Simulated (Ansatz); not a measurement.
`N=C[SiH2]N`, one more setting.

```yaml
crystal:
  periodic: [false, false, false]
  atoms:
    - {symbol: N, position_ang: [-0.220198, 0.320359, -1.687782]}
    - {symbol: C, position_ang: [-1.041230, -0.303550, -0.853026]}
    - {symbol: Si, position_ang: [-0.142154, -0.356251, 0.881332]}
    - {symbol: N, position_ang: [1.382668, 0.210436, 1.109258]}
    - {symbol: H, position_ang: [-0.948782, 0.427208, -2.721182]}
    - {symbol: H, position_ang: [-1.944192, -0.683095, -0.921038]}
    - {symbol: H, position_ang: [-0.074270, -1.694403, 1.314826]}
    - {symbol: H, position_ang: [-1.016667, 0.486520, 1.646548]}
    - {symbol: H, position_ang: [2.148681, 0.010701, 0.424722]}
    - {symbol: H, position_ang: [1.493749, 1.439720, 0.797412]}
basis:
  gaussian: {orbitals: def2-TZVPP}
total_charge: 1
magnetization: {spin_polarized: true, initial_magnetization: 1}
hamiltonian: {xc: {name: revPBE}}
output: {forces: true}
```

```sh
$ ansatz run in.yaml --threads 2 --pin off --events-out ev --progress --plain --max-ram 4352MiB
```

Output, abridged:

```
Functional definition: revPBE
1132 factors; their error is unknown
mean field evaluation 1: about -11957.9937 eV, gradient 7.3e1 eV
mean field evaluation 2: about -11881.2700 eV, gradient 1.2e2 eV
mean field evaluation 4: about -11976.6838 eV, gradient 2.7e1 eV
mean field evaluation 8: about -11980.0567 eV, gradient 5.4e-1 eV
mean field evaluation 16: about -11980.0284 eV, gradient 7.5e-3 eV
mean field -11980.02837970 eV, -440.2579225991 hartree, gradient 2.7e-5 eV, S^2 0.753067; 2 other end points of the search recorded, 0 dependent functions left out
reference -11980.02843239 eV, -440.2579245354 hartree; 20, 19 occupied and 199, 200 virtual orbitals, 1132 factors
Total energy: -11980.02843239 eV, -440.2579245354 hartree
Atom 0 at    -0.220198     0.320359    -1.687782 Å, force    -6.413581    -2.137709    -0.986134 eV/Å
Atom 1 at    -1.041230    -0.303550    -0.853026 Å, force     8.650775     4.490924    -2.745830 eV/Å
Atom 2 at    -0.142154    -0.356251     0.881332 Å, force    -1.661464    -0.343074     1.042151 eV/Å
Atom 3 at     1.382668     0.210436     1.109258 Å, force     3.798680     6.310084    -3.251743 eV/Å
Atom 4 at    -0.948782     0.427208    -2.721182 Å, force     2.687608    -0.010156     2.685688 eV/Å
Atom 5 at    -1.944192    -0.683095    -0.921038 Å, force    -4.988743    -2.108028    -0.340339 eV/Å
Atom 6 at    -0.074270    -1.694403     1.314826 Å, force    -0.240216    -1.864698     0.205213 eV/Å
Atom 7 at    -1.016667     0.486520     1.646548 Å, force    -0.892991     0.617857     0.503301 eV/Å
Atom 8 at     2.148681     0.010701     0.424722 Å, force    -0.166173    -1.009998     1.023323 eV/Å
Atom 9 at     1.493749     1.439720     0.797412 Å, force    -0.773894    -3.945201     1.864368 eV/Å
Dipole moment:    -0.244435     0.091024    -0.474657 e Å
```

It took 8.5 s on 2 threads of an Arm Neoverse V2 on a shared host, with 0.4 GiB of host memory at the peak.
